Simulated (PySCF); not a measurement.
# Working out the excitation energy of Kr+

Kr+ [Ar] 3d10 4s2 4p5 (2P) → Kr+ [Ar] 3d10 4s1 4p6 (2S). All numbers are calculated (PySCF 2.14, the spin-free X2C one-electron Hamiltonian (Gaussian nucleus), in x2c-TZVPPall (6s5p4d1f, 48 functions)). Frozen: [Ne]. Energies in hartree (1 hartree = 27.21139 eV):

```csv
part,Kr+ (lower),Kr+ (upper)
UHF,-2787.699412,-2787.044133
CCSD correlation,-0.319929,-0.452102
(T),-0.007502,-0.038330
```

What does Hartree-Fock give?

(-2787.044133) − (-2787.699412) = 0.655279 hartree = 17.831 eV.

What do CCSD and CCSD(T) give?

The CCSD correlation energies differ by -0.132173 hartree = -3.597 eV and the triples by -0.030828 hartree = -0.839 eV, so CCSD gives 14.234 eV and CCSD(T) 13.395 eV.

Measured between the centres of the two terms (NIST): 13.292 eV, so CCSD(T) (valence and next inner shell) is off by 0.103 eV.

The coupled-cluster amplitudes are large, so a single reference is strained.

What remains against the reference includes basis incompleteness, the frozen core and higher excitations.
